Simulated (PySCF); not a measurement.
**Electron correlation in He (helium, neutral)**

1s2, closed-shell 1S. All numbers are calculated (PySCF 2.14, no relativity, point nucleus, in aug-cc-pV5Z). Frozen: nothing; 2 electrons correlated.

With two correlated electrons CCSD is exact within the correlated space (frozen core and kept virtual orbitals).

| level | correlation energy (mhartree) |
| --- | --- |
| CCSD | -41.57 |

Diagnostics: T1 = 0.0014, D1 = 0.0020, largest double amplitude 0.030.

Cost of the coupled-cluster step: about 0.9 core-seconds, for 2 correlated electrons.
